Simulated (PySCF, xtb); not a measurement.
isocyanic acid cation (CHNO), SMILES N=C=O (connectivity only; charge and spin as stated), charge +1, multiplicity 2.

Harmonic wavenumbers (cm⁻¹) from GFN2-xTB (xtb 6.7.1) at its own minimum, in rising order: 224, 498, 508, 1384, 2210, 3297.

Question: What does B3LYP-D3(BJ)/def2-TZVP in PySCF give at its own minimum? (An estimate is asked for; the answer gives what the named calculation found.)

Answer: 488, 525, 766, 1217, 2049, 3372. Paired by order, the mean absolute difference is 159 cm⁻¹ and the zero-point energies are 11.6 and 12.0 kcal/mol.
